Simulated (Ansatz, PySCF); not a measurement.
Hf(Me)2(H)2 (C₂H₈Hf), SMILES [CH3][HfH2][CH3], multiplicity 1. Atoms are numbered in the order given.

```xyz
11

Hf    -0.1948    -0.1188     0.1152
C     -0.2304     0.6644    -1.9275
H     -0.4468    -0.1657    -2.6305
H      0.6957     1.1609    -2.2696
H     -1.0584     1.3965    -2.0194
C      1.7509     0.2795     1.0331
H      1.6011     0.8803     1.9532
H      2.4827     0.8128     0.3998
H      2.2097    -0.6824     1.3404
H     -1.5124     0.7503     1.1096
H     -0.4567    -1.9648     0.0508
```

The structure is a stationary point at r2SCAN-D4/def2-SVP. The multiplicity is an assumed one; no other spin state was optimised. The structure was generated by enumeration; whether it is a known compound was not checked. The def2 effective core potentials stand for the cores of Hf; spin–orbit coupling is left out.

Two levels are set side by side: PBE-D3(BJ)/def2-SVP (Ansatz, an electronic-structure program) and r2SCAN-D4/def2-SVP (Ansatz). Each level has its own optimised geometry; the coordinates shown are those of the second. Frequencies come from the Hessian of PySCF at each geometry. Differences are taken from unrounded values.

| quantity | r2SCAN-D4 | PBE-D3(BJ) | PBE-D3(BJ) minus r2SCAN-D4 |
|---|---|---|---|
| mean bond length (Å) | 1.475 | 1.481 | 0.006 |
| bond Hf1–C2 (Å) | 2.188 | 2.190 | 0.002 |
| bond Hf1–C6 (Å) | 2.188 | 2.190 | 0.002 |
| bond Hf1–H10 (Å) | 1.866 | 1.872 | 0.006 |
| bond Hf1–H11 (Å) | 1.866 | 1.872 | 0.006 |
| bond C2–H3 (Å) | 1.109 | 1.116 | 0.007 |
| bond C2–H4 (Å) | 1.105 | 1.112 | 0.007 |
| bond C2–H5 (Å) | 1.109 | 1.116 | 0.007 |
| bond C6–H7 (Å) | 1.109 | 1.116 | 0.007 |
| bond C6–H8 (Å) | 1.105 | 1.112 | 0.007 |
| bond C6–H9 (Å) | 1.109 | 1.116 | 0.007 |
| highest harmonic wavenumber (cm⁻¹) | 3107 | 3044 | -63 |
| mean harmonic wavenumber (cm⁻¹) | 1272 | 1244 | -28 |
| zero-point energy (kcal/mol) | 49.09 | 48.02 | -1.08 |
